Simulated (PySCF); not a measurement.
# Input and output

YbOF (singlet in the valence; each metal's 4f electrons, 13 of them, lie in its core potential, out of spins and levels). PySCF 2.14.0, RKS PBE0, Yb lcecp-1-TZVP with ECP59, O def2-TZVP, F def2-TZVP; non-relativistic Hamiltonian with scalar-relativistic core potentials where named; density fitting; no spin-orbit coupling. Purpose: basis and core treatment f-in-core-III/TZVP.

```python
mol = gto.M(atom='''
Yb     0.01936     0.00000    -0.31076
O      1.51065     0.00000     0.69878
F     -1.63972     0.00000     0.77760''',
    basis={'Yb': 'lcecp-1-TZVP', 'O': 'def2-TZVP', 'F': 'def2-TZVP'},
    ecp={'Yb': 'lcecp-1-TZVP'},
    charge=0, spin=0)
mf = dft.RKS(mol, xc='PBE0')
mf.grids.atom_grid = (75, 302)  # f atoms: unpruned, at least (60, 302)
mf = mf.density_fit()  # fitting sets: Yb AutoAux, O def2-universal-JKFIT, F def2-universal-JKFIT
mf.conv_tol = 1e-08; mf.max_cycle = 55
mf.kernel(dm0)  # dm0: free metal ions and neutral atoms
mf.nuc_grad_method().kernel()
```

Run from Python with OMP_NUM_THREADS=2; the lines above give its settings. Where DIIS fails, smearing, a level shift and second-order steps follow.
It took 5 s on 2 threads of Arm Neoverse V1, with other jobs on the host.

Q: Where do the frontier levels lie, over both spins?

A: HOMO -6.63 eV, LUMO -2.65 eV. The 4f levels lie in the core potential and are missing.

Q: What are the Mulliken charges and spins?

A: 
```json
{"atom": "Yb1", "charge (e)": "1.304", "spin (e)": "0.000"}
{"atom": "O2", "charge (e)": "-0.731", "spin (e)": "0.000"}
{"atom": "F3", "charge (e)": "-0.574", "spin (e)": "0.000"}
```
The spin of the 4f electrons in the core isn't counted.

Q: What forces act on the atoms (eV/Å)?

A: 
```
Yb   0.17  0.00 -0.03
O   -0.05  0.00 -0.04
F   -0.12  0.00  0.08
```
Forces carry noise of the integration grid, about 0.01 to 0.03 eV/Å.

The geometry was relaxed with PBE0 (Yb lcecp-1-SVP with ECP59, O def2-SVP, F def2-SVP).

An lcecp potential fixes the number of 4f electrons, so in runs with it no electron can move into or out of that shell.
